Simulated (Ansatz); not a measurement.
B(OMe2)H3 (C2H9BO). Charge 0, multiplicity 3. Geometry PBE-D4/def2-SVP, that of the neutral singlet; atoms count from 1.

Cartesian coordinates in Å:
```
B 0.846 1.052 -0.749
O 0.152 0.075 0.388
C 0.466 -1.318 0.219
C -1.251 0.319 0.578
H 1.566 -1.385 0.154
H 0.012 -1.703 -0.719
H 0.090 -1.882 1.096
H -1.818 0.038 -0.336
H -1.605 -0.264 1.451
H -1.358 1.402 0.762
H 0.560 2.180 -0.361
H 0.302 0.719 -1.806
H 2.036 0.766 -0.676
```

At PBE0-D4/def2-TZVP a singlet of charge 0 lies 7.12 eV below the triplet at the same geometry.

(1) Estimate the Mulliken populations from the PBE0/def2-TZVP orbitals of Ansatz.

(2) Where does the spin sit?

(3) And the Mayer bond orders between heavy atoms (over 0.3)?

## Answers

(1) 
```tsv
atom	charge (e)	spin (α − β)
B1	-0.75	0.92
O2	0.18	0.12
C3	-0.18	0.02
C4	-0.18	0.02
H5	0.11	0.05
H6	0.07	0.12
H7	0.11	0.04
H8	0.07	0.12
H9	0.11	0.04
H10	0.11	0.05
H11	0.07	0.07
H12	0.21	0.38
H13	0.07	0.07
```
Mulliken values depend strongly on the basis.

(2) Summed by element: B 0.92, O 0.12, C 0.03, H 0.92, of 2 unpaired in all. Largest on single atoms: B1 0.92, H12 0.38, O2 0.12.

(3) B1–O2 0.53 (1.65 Å); O2–C3 0.84 (1.44 Å); O2–C4 0.84 (1.44 Å).
